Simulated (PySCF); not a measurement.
Another site gives an ion 67962.96 eV lower (`O[SiH2]Br`) at the level CAM-B3LYP-D3(BJ)/def2-TZVPD (PySCF).

Excitations are Tamm–Dancoff values on a coarser integration grid.

Cartesian coordinates (Å):
SMILES: C#C[SiH2]O
```xyz
8

C      2.1411     0.1653     0.2268
C      0.9712    -0.0879     0.1348
Si    -0.8092    -0.4713    -0.0218
O     -1.7115     0.8975    -0.0479
H      3.1784     0.3883     0.3117
H     -1.2601    -1.2327     1.1520
H     -0.9809    -1.2606    -1.2580
H     -1.5100     1.5882    -0.6818
```
Charge 0, spin multiplicity 1.

Task: Predict the dipole moment, T1 excitation (TDA) and LUMO from PBE-D3(BJ)/def2-TZVPD // CAM-B3LYP-D3(BJ)/def2-TZVPD (PySCF).

Result: 
```
Quantity                Value
-------------------  --------
dipole moment          1.52 D
T1 excitation (TDA)   4.94 eV
LUMO                 -1.57 eV
```
